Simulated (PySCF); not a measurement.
Geometry:
```tsv
atom	x (Å)	y (Å)	z (Å)
C1	-1.628	0.679	1.370
C2	-1.337	-0.019	0.276
C3	-2.181	-1.169	-0.184
C4	-0.174	0.300	-0.569
F5	0.011	-0.621	-1.585
Si6	0.426	2.070	-1.020
C7	1.165	0.734	0.090
O8	2.330	0.128	-0.371
C9	2.509	-1.189	0.106
H10	-2.480	0.429	1.978
H11	-1.036	1.516	1.696
H12	-3.027	-1.318	0.481
H13	-2.546	-0.982	-1.194
H14	-1.589	-2.083	-0.217
H15	-0.291	3.159	-0.386
H16	1.025	2.187	-2.329
H17	1.106	0.778	1.180
H18	3.459	-1.536	-0.296
H19	1.708	-1.852	-0.232
H20	2.544	-1.202	1.203
```

PySCF calculation with shielding tensors at PBE0/pcSseg-1 (GIAO) and geometry: GFN2-xTB; one conformer, fast rotation and ring inversion assumed for equivalent nuclei, in vacuum, non-relativistic.

Chemical shifts δ = σref − σ; 13C (σ = 186.93 ppm) and 1H (σ = 31.72 ppm) and 29Si (σ = 349.16 ppm) vs TMS; 19F (σ = 170.95 ppm) against CFCl3; 17O (σ = 336.08 ppm) vs H2O, all at this level.

```json
{"atoms": "H12/H13/H14", "nucleus": "1H", "count": "3", "δ (ppm)": "2.24"}
{"atoms": "H11", "nucleus": "1H", "count": "1", "δ (ppm)": "3.84"}
{"atoms": "C3", "nucleus": "13C", "count": "1", "δ (ppm)": "?"}
{"atoms": "H16", "nucleus": "1H", "count": "1", "δ (ppm)": "3.59"}
{"atoms": "H17", "nucleus": "1H", "count": "1", "δ (ppm)": "3.57"}
{"atoms": "F5", "nucleus": "19F", "count": "1", "δ (ppm)": "-247.3"}
{"atoms": "C7", "nucleus": "13C", "count": "1", "δ (ppm)": "75.2"}
{"atoms": "O8", "nucleus": "17O", "count": "1", "δ (ppm)": "27.0"}
{"atoms": "C2", "nucleus": "13C", "count": "1", "δ (ppm)": "?"}
{"atoms": "H18/H19/H20", "nucleus": "1H", "count": "3", "δ (ppm)": "3.62"}
{"atoms": "C1", "nucleus": "13C", "count": "1", "δ (ppm)": "?"}
{"atoms": "H15", "nucleus": "1H", "count": "1", "δ (ppm)": "?"}
{"atoms": "Si6", "nucleus": "29Si", "count": "1", "δ (ppm)": "?"}
{"atoms": "C4", "nucleus": "13C", "count": "1", "δ (ppm)": "90.3"}
{"atoms": "H10", "nucleus": "1H", "count": "1", "δ (ppm)": "4.65"}
{"atoms": "C9", "nucleus": "13C", "count": "1", "δ (ppm)": "64.3"}
```

Question: Fill in the missing shifts.

Answer: 
- C2: 161.9 ppm, fully substituted alkene carbon; as expected for a trigonal carbon in a double bond
- C1: 103.6 ppm, terminal =CH2 carbon; an sp2 carbon of a C=C bond
- C3: 22.7 ppm, allylic methyl carbon; a saturated carbon with 1 carbon neighbour and no heteroatom attached
- H15: 2.80 ppm, hydrogen on a silicon bonded to 2 C, in a 3-membered ring
- Si6: -111.0 ppm, silicon bonded to 2 C, 2 H, in a 3-membered ring

Shifts are as computed. Against solution values, carbons near 30 ppm lie about +3 ppm off and those near 130 ppm about +5 ppm. Of 1211 compounds with measured shifts, 218 miss one by over three times the rms of a fit or turn the order of signals round; such compounds aren't used in these exercises. Unscaled 19F shifts against computed CFCl3 carry errors that often reach 10 to 50 ppm. Experimental scales use liquid or dissolved standards, which lie at an offset from isolated H2O (liquid H2O: subtract about 36 ppm).
